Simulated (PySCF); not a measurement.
Gas-phase equilibrium of 1 mol NO, 75 mol O₂ at 1400 K and 0.00100 bar, among 8 species (O₂, N₂, O, NO, O₃, N, N₂O, NO₂). Only gases are allowed; each row takes one source of thermochemistry for all species, and Cantera finds the minimum.

Energies from PySCF, thermal terms from the rigid-rotor harmonic-oscillator model, ideal gas at 1 bar. The comparison is the NASA 1993 polynomial table, which mixes measured and estimated data. † marks an energy on the PBE0/def2-TZVP geometry and frequencies; other levels use their own. 6-31G* has spherical d functions here. Open shells (unrestricted) among the columns below: O₂ (multiplicity 3), O (multiplicity 3, electronic degeneracy 9), NO (multiplicity 2, electronic degeneracy 4), N (multiplicity 4), NO₂ (multiplicity 2); the rest are closed-shell singlets. Spin-orbit splitting is ignored; it lowers the true energy and changes the entropy of O, NO. B3LYP is the form with VWN-RPA correlation. The harmonic model lacks anharmonicity and excited electronic states, which grow with temperature; levels with a mode under 35 cm⁻¹ are left out.

Molecules larger than those listed are left out. Table species left out: NO3.

Mole fractions:

| thermochemistry | x O | x O₂ | x N₂ | x NO₂ | x NO | x N |
|---|---|---|---|---|---|---|
| table | 3.0e-5 | 0.99 | 0.0065 | 7.3e-8 | 0.00014 | <1e-12 |
| B3LYP/def2-TZVP† | 1.9e-5 | 0.99 | 0.0065 | 1.2e-7 | 0.00017 | <1e-12 |
| HF/6-31G* | 1.00 | 6.6e-6 | 0.0033 | <1e-12 | 5.0e-7 | 1.9e-5 |
| HF/def2-TZVP† | 1.00 | 2.8e-5 | 0.0033 | <1e-12 | 7.8e-7 | 4.9e-6 |
| M06-2X/def2-TZVP† | 2.4e-5 | 0.99 | 0.0065 | 1.8e-8 | 0.00011 | <1e-12 |
| LDA/def2-TZVP† | 1.9e-9 | 0.99 | 0.0064 | 0.00022 | 0.00013 | <1e-12 |
| ωB97X-V/def2-TZVP† | 1.1e-5 | 0.99 | 0.0065 | 4.7e-8 | 0.00017 | <1e-12 |
The most sensitive of these is O: it spans a factor of 10^8.7 over these rows; at this temperature one factor of ten is RT ln 10 = 27 kJ/mol.
